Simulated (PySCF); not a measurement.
**Computed vibrations of [Pb(SH)3]−**

[Pb(SH)3]− (singlet). PySCF 2.14.0, RKS PBE, Pb def2-SVP with ECP60, S def2-SVP, H def2-SVP; non-relativistic Hamiltonian with scalar-relativistic core potentials where named; density fitting; no spin-orbit coupling. Central differences of gradients.

```xyz
7

Pb    0.0000    0.0000    0.4026
S     2.3792    0.0000   -0.8837
H     2.9798    0.0000    0.3419
S    -1.1896    2.0605   -0.8837
H    -1.4899    2.5806    0.3419
S    -1.1896   -2.0605   -0.8837
H    -1.4899   -2.5806    0.3419
```

Run from Python with OMP_NUM_THREADS=2. Where DIIS fails, smearing, a level shift and second-order steps follow.
It took 39 s on 2 threads of Arm Neoverse V1, on a shared host.

Question: What are the harmonic wavenumbers and infrared intensities?

Answer: Modes are labelled in C3v; negative numbers are unstable modes, those under 60 cm⁻¹ near the noise; a finer grid moves soft modes by up to 10 cm⁻¹.
| cm⁻¹ | km/mol | symmetry |
| --- | --- | --- |
| -177 | – | a2 |
| -134 | – | e |
| -134 | – | e |
| 83 | 3.2 | a1 |
| 93 | 0.2 | e |
| 93 | 0.2 | e |
| 232 | 58.9 | e |
| 232 | 58.9 | e |
| 243 | 17.9 | a1 |
| 541 | 4.2 | e |
| 541 | 4.2 | e |
| 588 | 0.0 | a1 |
| 2590 | 8.3 | e |
| 2590 | 8.3 | e |
| 2591 | 61.1 | a1 |

Question: Is this a minimum?

Answer: No: 3 unstable; the lowest moves the atoms so:
```
Pb   0.00  0.00  0.00
S    0.00 -0.02  0.00
H    0.00  0.58  0.00
S    0.02  0.01  0.00
H   -0.50 -0.29  0.00
S   -0.02  0.01  0.00
H    0.50 -0.29  0.00
```
